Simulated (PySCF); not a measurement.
**Structure revision by computed shifts**

A compound C6H10O2Si gives the data below (simulated from a calculation) and was assigned the structure `C=C1CO[C@H](C=O)C[SiH2]1`.

¹³C{¹H} NMR (computed): δ 249.3 (C), 148.6 (CH), 119.0 (CH2), 90.7 (CH2), 74.6 (CH2), 37.0 (CH).

¹H NMR (300 MHz, computed): δ 6.82 (m, 1H), 5.40 (m, 1H), 5.36 (m, 1H), 4.43 (m, 1H), 4.42 (m, 1H), 4.40 (m, 1H), 3.96 (m, 1H), 3.87 (m, 1H), 3.78 (m, 1H), 2.40 (m, 1H).

Single conformer, no relativistic terms, no solvent. Shieldings: GIAO PBE0/pcSseg-1; geometry: GFN2-xTB; PySCF.

Shifts are taken against calculated references (same method and geometry level): TMS for ¹H (31.72 ppm) and ¹³C (186.93 ppm).

(1) Compare with the shifts computed for the proposed structure, pairing carbons in order of shift.

(2) Which isomer fits?

Results:

(1) Numbering as in the mapped SMILES `[CH2:1]=[C:2]1[CH2:3][O:4][C@H:5]([CH:6]=[O:7])[CH2:8][SiH2:9]1`. Each H is labelled by its parent atom.

| atom | computed for proposal | given list | difference |
| --- | --- | --- | --- |
| C6 | 214.7 | 249.3 | -34.6 |
| C2 | 149.9 | 148.6 | +1.3 |
| C1 | 133.9 | 119.0 | +14.9 |
| C5 | 84.0 | 90.7 | -6.7 |
| C3 | 78.7 | 74.6 | +4.1 |
| C8 | 9.6 | 37.0 | -27.4 |

The rms difference is 19.3 ppm and the largest -34.6 ppm at C6 (aldehyde carbonyl carbon). The carbon types in order of shift don't match either: CH, C, CH2, CH, CH2, CH2 for the proposal against C, CH, CH2, CH2, CH2, CH in the data. The proposal doesn't fit.

(2) `C=C[C@@H]1COCC(=O)[SiH2]1`.

- Carbon types of the structure: 1 × C, 2 × CH, 3 × CH2, leaving 2 H on heteroatoms.
- δC 148.6: alkene CH; the olefinic region.
- δC 119.0: terminal =CH2 carbon; an sp2 carbon of a C=C bond.
- δC 90.7: sp3 CH2 bonded to O, α to a carbonyl; deshielded by the electronegative neighbour.
- δC 74.6: sp3 CH2 bonded to O; pulled downfield by the heteroatom.

Other isomers checked: C=C(C=O)[C@@H]1[SiH2][C@@H]1OC (rms 23.1 ppm); CCC1=CO[SiH2]C=CO1 (rms 39.5 ppm).

The data come from this structure; uniqueness wasn't tested.

Shifts are as computed. Against solution values, carbons near 30 ppm lie about +3 ppm off and those near 130 ppm about +5 ppm. Of 1309 compounds with measured shifts, 239 miss one by over three times the rms of a fit or turn the order of signals round; such compounds aren't used in these exercises. Multiplicities follow the n + 1 count of equivalent neighbours, as no J values were calculated; m marks all less simple cases, F and P coupling included.
